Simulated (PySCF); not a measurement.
C₄H₆O₂, SMILES O=CC1COC1.

Geometry: ωB97X-D3(BJ)/def2-SVP. The values are those of a single conformer.

Two levels are set side by side: PBE/def2-TZVP (PySCF) and ωB97X/def2-TZVP (PySCF). Same geometry, gas phase. Differences are taken from unrounded values.

```csv
quantity,PBE
orbital gap (eV),3.71
highest occupied level (eV),-5.95
lowest empty level (eV),-2.24
dipole moment (D),1.32
mean polarisability (bohr³),53.6
```

Task: These are the PBE values. What does ωB97X give? (The exact figures need the calculation; the answer reports its results.)

Result: 
| quantity | ωB97X | PBE minus ωB97X |
|---|---|---|
| orbital gap (eV) | 11.25 | -7.54 |
| highest occupied level (eV) | -9.97 | 4.02 |
| lowest empty level (eV) | 1.28 | -3.52 |
| dipole moment (D) | 1.33 | -0.01 |
| mean polarisability (bohr³) | 50.8 | 2.7 |

Without exact exchange PBE keeps part of each electron's self-repulsion, which lifts occupied levels and narrows the gap. Loosely held outer electrons make PBE densities more polarisable. Differences between two approximate levels are no errors against the true value.

Rough cost on one machine, each run with all the roots and properties that it gave: ωB97X against PBE within a factor of 2.
